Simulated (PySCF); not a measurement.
Ge(H)(Cl)2(Et), C2H6Cl2Ge, SMILES [Cl][GeH]([Cl])[CH2]C, PBE0/def2-SVP optimised geometry.

```
11

Ge     0.62    -0.36     0.00
Cl    -0.03     1.70     0.00
Cl    -0.03    -1.23    -1.87
C     -0.27    -1.29     1.46
C     -1.79    -1.24     1.37
H      2.15    -0.36     0.00
H      0.11    -2.33     1.44
H      0.10    -0.83     2.39
H     -2.15    -1.70     0.44
H     -2.25    -1.78     2.22
H     -2.16    -0.20     1.40
```

Density from PBE0/def2-TZVP in PySCF at that geometry.

Minimum of the electron density along straight lines between bonded atoms, close to the bond critical point (lines longer than 1.1 times the sum of covalent radii, or with two minima, are not listed):

```json
[
 {"bond": "Ge1–Cl2", "length / Å": "2.162", "ρ at the minimum / e bohr⁻³": "0.103", "∇²ρ there / e bohr⁻⁵": "0.16", "position (fraction from the first atom)": "0.43"},
 {"bond": "Ge1–Cl3", "length / Å": "2.162", "ρ at the minimum / e bohr⁻³": "0.103", "∇²ρ there / e bohr⁻⁵": "0.16", "position (fraction from the first atom)": "0.43"},
 {"bond": "Ge1–C4", "length / Å": "1.942", "ρ at the minimum / e bohr⁻³": "0.134", "∇²ρ there / e bohr⁻⁵": "___", "position (fraction from the first atom)": "0.47"},
 {"bond": "C4–C5", "length / Å": "1.522", "ρ at the minimum / e bohr⁻³": "___", "∇²ρ there / e bohr⁻⁵": "-0.59", "position (fraction from the first atom)": "0.51"},
 {"bond": "Ge1–H6", "length / Å": "1.534", "ρ at the minimum / e bohr⁻³": "0.138", "∇²ρ there / e bohr⁻⁵": "___", "position (fraction from the first atom)": "0.59"},
 {"bond": "C4–H7", "length / Å": "1.103", "ρ at the minimum / e bohr⁻³": "0.269", "∇²ρ there / e bohr⁻⁵": "-0.89", "position (fraction from the first atom)": "0.64"},
 {"bond": "C4–H8", "length / Å": "1.103", "ρ at the minimum / e bohr⁻³": "0.269", "∇²ρ there / e bohr⁻⁵": "-0.89", "position (fraction from the first atom)": "0.64"},
 {"bond": "C5–H9", "length / Å": "1.100", "ρ at the minimum / e bohr⁻³": "0.273", "∇²ρ there / e bohr⁻⁵": "-0.92", "position (fraction from the first atom)": "0.64"},
 {"bond": "C5–H10", "length / Å": "1.101", "ρ at the minimum / e bohr⁻³": "0.272", "∇²ρ there / e bohr⁻⁵": "-0.91", "position (fraction from the first atom)": "0.64"},
 {"bond": "C5–H11", "length / Å": "1.100", "ρ at the minimum / e bohr⁻³": "0.273", "∇²ρ there / e bohr⁻⁵": "-0.92", "position (fraction from the first atom)": "0.64"}
]
```

Some entries are withheld; supply them.


- Ge1–C4, ∇²ρ there / e bohr⁻⁵: 0.05
- C4–C5, ρ at the minimum / e bohr⁻³: 0.243
- Ge1–H6, ∇²ρ there / e bohr⁻⁵: 0.03
